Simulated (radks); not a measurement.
The numbers below are computed, except where a source is named.
Problem. The lithium ion Li+, [He]. Level of theory: non-relativistic Kohn-Sham, exchange-only PBE, spin-polarised, spherical densities, point nucleus (a radial shooting solver on a logarithmic mesh with Libxc functionals). Every spin shell is full or empty, so the densities are truly spherical. Functionals are evaluated on that one density, not self-consistently. Rank these exchange functionals by their error against the exact value of the orbitals, and give that value: LDA, RPBE, PW86, OPTX, B86b, G96, TPSS, revTPSS, SCAN, MS2.

Solution. Exact: -1.63658 hartree. From best to worst, with 100 (|E| - |E exact|)/|E exact| (equal figures are ties): OPTX -0.05, G96 +0.19, revTPSS +0.33, B86b -0.35, TPSS +0.38, SCAN +0.40, RPBE +0.41, MS2 +0.54, PW86 +0.55, LDA -13.88.
